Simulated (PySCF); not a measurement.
Compound: HgI2 (singlet state).
Geometry (PBE0-D3(BJ)/def2-SVP, Å), atoms numbered from 1 in this order:
```xyz
3
HgI2 angstrom
Hg     0.000    0.000    0.000
I     -0.020   -0.024    2.606
I      0.019    0.024   -2.606
```

Theory: PySCF 2.14.0, PBE0-D3(BJ)/def2-SVP geometry optimisation, gas phase, def2 core potentials past Kr.

Question: Which atoms are bound to Hg1, and at what distances?

Answer: 2 atoms: I2 2.606 Å, I3 2.606 Å.

Question: What is the shape at Hg1?

Answer: Linear: angle 180.0°.

Question: What are the rotational constants (commonest isotopes, rigid rotor)?

Answer: B = 293.2 MHz (linear).

Point group: D∞h (every atom within 0.08 Å of its image). Charge 0, singlet. Whether it is a minimum is left open (no frequencies).


Compound: CoCl2 (quartet state).
Bonds: Co1–Cl2, Co1–Cl3.

Computed, not measured: PBE0-D3(BJ)/def2-SVP geometry optimisation, gas phase (PySCF).

**Question.** How far are the bound atoms from Co1?

**Answer.** 2 atoms: Cl3 2.102 Å, Cl2 2.102 Å.

**Question.** What is the shape at Co1?

**Answer.** Linear: angle 180.0°.

**Question.** What are the rotational constants (commonest isotopes, rigid rotor)?

**Answer.** B = 1635 MHz (linear).

Point group: D∞h (every atom within 0.08 Å of its image). Charge 0, quartet. ⟨S²⟩ = 3.757 (exact for a quartet: 3.75). Whether it is a minimum is left open (no frequencies).
